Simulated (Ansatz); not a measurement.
Computed with Ansatz on PBE0-D4/def2-TZVP structures; ΔE is electronic, products minus reactants. CCSD(T)/CBS is the MP2 limit (def2-TZVPP, def2-QZVPP) plus CCSD(T) − MP2 in def2-TZVPP, frozen cores. This one scheme is used for every species, atoms too. DFT in def2-TZVPP. No spin–orbit coupling; open shells (•) take unrestricted orbitals. Spin–orbit coupling would lower the free atoms: a little for B, C, Cl, O. One conformer a species, not always the lowest.

Reaction (atomization): `ClBC1CO1` → B• + 2 C• + Cl• + 4 H• + O•

```tsv
level	ΔE (kcal/mol)	difference from CCSD(T)/CBS
LDA (SPW92)	980.3	142.9
B97M-V	847.3	9.9
r2SCAN0-D4	833.1	-4.3
r2SCAN	848.2	10.8
HF/def2-TZVPP	607.3	-230.1
SCS-MP2/def2-TZVPP	829.8	-7.6
CCSD(T)/def2-TZVPP	816.4	-21.0
HF/def2-QZVPP	608.1	-229.3
HF/CBS(def2)	608.2	-229.2
MP2/CBS(def2)	862.6	25.2
CCSD(T)/CBS	837.4	0
```

Largest T1 diagnostic among the species: 0.014.

Leaving LDA and LC-ωPBE aside and taking each functional with its dispersion term where it has one, the values, not all of them listed here, spread over 60.6 kcal/mol, from BHLYP-D4 to PBE-D4. LDA lies +114.0 kcal/mol from PBE without D4, its usual overbinding. In def2-TZVPP, CCSD(T) changes the Hartree–Fock value by +209.1 kcal/mol (the triples alone add +15.4 kcal/mol) and MP2 by +234.3 kcal/mol; breaking electron pairs costs correlation energy, which Hartree–Fock lacks. From r2SCAN to r2SCAN0 (25 % exact exchange), in def2-TZVPP and without D4, ΔE moves by −16.3 kcal/mol: exact exchange takes away binding that semilocal exchange gives to molecules.

For atomizations the MP2-based limit and the directly extrapolated one differ by several kJ/mol either way, and by 10 to 25 for some Ge, Se and Sn compounds, so smaller differences from it don't rank the levels.
